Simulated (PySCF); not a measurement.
# A small calculation by hand: entropy of an ideal gas

thionyl fluoride (F2OS), SMILES O=S(F)F.

The structure is a stationary point at PBE-D3(BJ)/def2-TZVP.

PySCF with PBE-D3(BJ)/def2-TZVP gives the harmonic wavenumbers 331, 361, 480, 684, 750, 1288 cm⁻¹ and the rotational temperatures 0.3886, 0.3853, 0.2258 K. The molar mass is 86.06 g/mol, the symmetry number 1, the spin multiplicity 1.

Work out the entropy at 298.15 K and 1 atm in the rigid-rotor, harmonic-oscillator model.


Translation (Sackur–Tetrode at 1 atm): S = R[1.5 ln M + 2.5 ln T − 1.16487] = 164.3 J/(mol K).
Rotation: q = (√π/σ) T^1.5/√(θA θB θC) = 49600, S = R[ln q + 3/2] = 102.4 J/(mol K).
Vibration: with u = 1.4388 ν/T, each mode gives R[u/(e^u − 1) − ln(1 − e^−u)]:
```json
[
 {"ν (cm⁻¹)": "331", "modes": "1", "u": "1.60", "S (J/(mol K))": "5.25"},
 {"ν (cm⁻¹)": "361", "modes": "1", "u": "1.74", "S (J/(mol K))": "4.68"},
 {"ν (cm⁻¹)": "480", "modes": "1", "u": "2.32", "S (J/(mol K))": "2.97"},
 {"ν (cm⁻¹)": "684", "modes": "1", "u": "3.30", "S (J/(mol K))": "1.36"},
 {"ν (cm⁻¹)": "750", "modes": "1", "u": "3.62", "S (J/(mol K))": "1.05"},
 {"ν (cm⁻¹)": "1288", "modes": "1", "u": "6.22", "S (J/(mol K))": "0.12"}
]
```
These are all the modes. Sum 15.4 J/(mol K).
Spin: R ln 1 = 0.0 J/(mol K).
Total 282.1 J/(mol K); the program's own thermochemistry gives 282.1. Translation makes up 58 % and vibration 5 %. Anharmonicity, hindered rotation and orbital degeneracy are left out.
